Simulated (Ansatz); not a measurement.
Total energies of Sn(OEt)4 (C8H20O4Sn) from Ansatz at PBE-D4/def2-SVP, gas phase (1 Eh = 27.2114 eV = 2625.5 kJ/mol). The reference geometry is relaxed at PBE-D4/def2-SVP.

| state | geometry | energy (Eh) |
| --- | --- | --- |
| charge 0 singlet | reference | -830.90468 |
| charge 1 doublet | reference | -830.60018 |
| charge -1 doublet | reference | -830.91281 |
| free Sn atom (triplet) | – | -214.24400 |
| free O atom (triplet) | – | -74.91467 |
| free C atom (triplet) | – | -37.75124 |
| free H atom (doublet) | – | -0.49863 |

In the def2 sets Sn takes a core potential; there is no spin–orbit coupling.

Task: Work out the vertical ionisation energy to the doublet.

Result: E(charge 1 doublet) − E(charge 0 singlet) = -830.60018 − (-830.90468) = 0.30450 Eh = 8.29 eV. For comparison, −ε of the highest occupied level is 6.01 eV at this level, 2.28 eV less.

Task: Work out the vertical electron affinity, to the doublet.

Result: E(charge 0 singlet) − E(charge -1 doublet) = -830.90468 − (-830.91281) = 0.00813 Eh = 0.22 eV. The basis lacks diffuse functions, which makes affinities too small.

Task: Give the fundamental gap IE − EA, the Mulliken electronegativity (IE + EA)/2 and the hardness (IE − EA)/2.

Result: From the values in Eh: IE − EA = 0.30450 − 0.00813 = 0.29637 Eh = 8.06 eV; (IE + EA)/2 = 4.25 eV; (IE − EA)/2 = 4.03 eV. The HOMO–LUMO gap of the same run is 3.41 eV, 4.65 eV smaller than the fundamental gap.

Task: What is the binding energy per atom against free atoms?

Result: Atoms: 1 × (-214.24400) + 4 × (-74.91467) + 8 × (-37.75124) + 20 × (-0.49863) = -825.88520 Eh. Binding: -825.88520 − (-830.90468) = 5.01948 Eh = 136.59 eV, or 4.14 eV for each of 33 atoms (no zero-point energy, no counterpoise term).

At PBE-D4/def2-SVP the gap within one spin of the charge 1 doublet nearly closes, so an electron or hole may be smeared out by delocalisation error. At PBE-D4/def2-SVP the highest occupied level of the charge -1 doublet lies above zero (up to 2.18 eV). By energy differences its removal costs 0.22 eV (vertical, to the charge 0 singlet, at PBE-D4/def2-SVP); self-interaction error and the lack of diffuse functions both raise the level.
